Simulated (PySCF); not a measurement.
# Br⁺ (bromine, charge +1) across methods

[Ar] 3d10 4s2 4p4, high-spin 3P determinant. All numbers are calculated (PySCF 2.14, a scalar-relativistic core potential, in aug-cc-pVQZ-PP with ECP10MDF (7s6p5d3f2g, 89 functions)). The B2PLYP total includes its PT2 part (frozen core); its orbital energies are those of the SCF part.

```tsv
method	E (hartree)	mean ε 4s β (eV)	mean ε 4p α (eV)	mean ε 4p β (eV)	Σ⟨r²⟩ (bohr²)	⟨S²⟩
B2PLYP	-415.9934	-32.350	-21.040	-19.067	31.10	2.004
wB97X	-416.4363	-33.651	-22.109	-20.314	30.96	2.002
r2SCAN	-416.2536	-29.400	-18.722	-16.856	30.86	2.005
UHF	-415.09969	-34.486	-23.535	-21.085	31.15	2.009
LDA	-415.7798	-29.600	-18.235	-16.556	31.07	2.001
M06-L	-416.4176	-29.193	-18.536	-16.555	30.78	2.004
PBE0	-416.3504	-30.804	-19.734	-17.867	30.99	2.003
BP86	-416.5427	-29.340	-18.242	-16.606	31.02	2.002
PBE	-416.3749	-29.146	-18.178	-16.455	31.09	2.003
```

Energies and moments cover only the electrons outside the core potential.
